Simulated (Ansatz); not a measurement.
C$_{2}$H$_{7}$AlBrN, singlet, at a GFN2-xTB geometry (such geometries of metal compounds can be far from the true shape); CASSCF(4,6)/STO-3G in Ansatz (a program for electronic structure).

Input for Ansatz:
Ansatz 0.2 input:
```yaml
crystal:
  periodic: [false, false, false]
  atoms:
    - {symbol: Al, position_ang: [-0.45732501, -0.26296706, 0.70154896]}
    - {symbol: H, position_ang: [-0.99041338, -0.95042947, 1.94927876]}
    - {symbol: Br, position_ang: [1.47190151, -0.98616613, -0.19177157]}
    - {symbol: N, position_ang: [-1.40915570, 1.08936699, 0.01960701]}
    - {symbol: C, position_ang: [-1.13800374, 1.90301316, -1.15405956]}
    - {symbol: C, position_ang: [-2.63751730, 1.46873194, 0.69650673]}
    - {symbol: H, position_ang: [-1.94609123, 1.81279235, -1.88867879]}
    - {symbol: H, position_ang: [-1.03770952, 2.96015462, -0.88354721]}
    - {symbol: H, position_ang: [-0.20686256, 1.57246387, -1.61823858]}
    - {symbol: H, position_ang: [-2.59549674, 2.50731332, 1.04237915]}
    - {symbol: H, position_ang: [-3.50449891, 1.36080764, 0.03568228]}
    - {symbol: H, position_ang: [-2.77303936, 0.81524435, 1.56306053]}
basis:
  gaussian:
    orbitals: STO-3G
hamiltonian:
  xc: hf
magnetization: {spin_polarized: false}
correlation: {active_space: {window: {electrons: 4, orbitals: 6}}}
```

It wrote (shortened):

```
Functional definition: HF
581 factors; integrals over basis functions are off by at most 4.1e-5 eV
mean field evaluation 1: about -79357.7821 eV, gradient 2.2e1 eV
mean field evaluation 2: about -79357.9880 eV, gradient 2.2e1 eV
mean field evaluation 4: about -79359.9643 eV, gradient 1.6e0 eV
mean field evaluation 8: about -79359.9756 eV, gradient 4.5e-4 eV
mean field -79359.97556599 eV, -2916.4253099267 hartree, gradient 1.2e-6 eV, S^2 0.000000; 0 other end points of the search recorded, 0 dependent functions left out
reference -79359.97556599 eV, -2916.4253099267 hartree; 37, 37 occupied and 12, 12 virtual orbitals, 581 factors
state -79360.94176078 eV, -2916.4608169303 hartree
Total energy: -79360.94176078 eV, -2916.4608169303 hartree
```
